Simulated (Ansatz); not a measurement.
`[OH][GeH2][SiH](O)O` + CH₄ → `C[SiH](O)[GeH2][OH]` + H₂O  (formal exchange of groups at the Si–O bond)

Isolated molecules relaxed with PBE0-D4/def2-TZVP in Ansatz; ΔE leaves out vibrations. CCSD(T)/CBS is the MP2 limit (def2-TZVPP, def2-QZVPP) plus CCSD(T) − MP2 in def2-TZVPP, frozen cores. This one scheme is used for every species. DFT in def2-TZVPP. B3LYP here is the variant with VWN-RPA as its local correlation; programs differ in this. For Ge outer-core shells are correlated without core-valence functions, which leaves a few kJ/mol of doubt a bond. Scalar relativity is left out up to krypton. One conformer a species, not always the lowest.

```csv
species,B3LYP-D4 energy (Eh)
`[OH][GeH2][SiH](O)O`,-2596.10250
CH₄,-40.54051
`C[SiH](O)[GeH2][OH]`,-2560.12962
H₂O,-76.46698
```

**Question.** Work out ΔE.

**Answer.** ΔE = (-2560.12962) + (-76.46698) − (-2596.10250) − (-40.54051) = 0.04641 Eh = +1.26 eV. CCSD(T)/CBS gives +1.20 eV.

Largest T1 diagnostic among the species: 0.012.

In def2-TZVPP, CCSD(T) changes the Hartree–Fock value by −0.12 eV (the triples alone add −0.01 eV) and MP2 by −0.10 eV.
